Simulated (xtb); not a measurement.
TeF₃, SMILES F[Te+](F)F, charge +1. All values are semi-empirical tight-binding results from xtb (GFN2-xTB unless named), good for trends rather than for accurate numbers. Coordinates come from a GFN2-xTB optimisation. The spin state was assumed, not searched. The isomer is the one that the SMILES or the coordinates give; other isomers of the formula were not compared.

Optimised geometry:

```xyz
4

Te     0.0000     0.0000     0.3588
F      1.3392    -0.7732    -0.6910
F     -1.3392    -0.7732    -0.6910
F      0.0000     1.5463    -0.6910
```
Charge +1, spin multiplicity 1.

Problem. Estimate the properties. (Estimate from the structure and the level; the computed values follow.)

Solution. 
| Quantity | Result |
|---|---|
| point group as xtb finds it | C3v |
| orbital gap | 5.13 eV |
| zero-point energy | 2.9 kcal/mol |
| G − E(el) at 298.15 K (modified RRHO) | -15.5 kcal/mol |
| static polarisability (D4 model) | 46.1 bohr³ |
| solvation energy, GFN2-xTB/ALPB(water) | -55.8 kcal/mol |
| solvation energy, GFN2-xTB/ALPB(ether) | -45.6 kcal/mol |

Problem. Give the atomic charges and the Wiberg bond orders between heavy atoms. (Estimate from the structure and the level; the computed values follow.)

Solution. charges (e) Te1 0.57, F2 0.14, F3 0.14, F4 0.14. Bond orders Te1–F2 1.50, Te1–F3 1.50, Te1–F4 1.50.
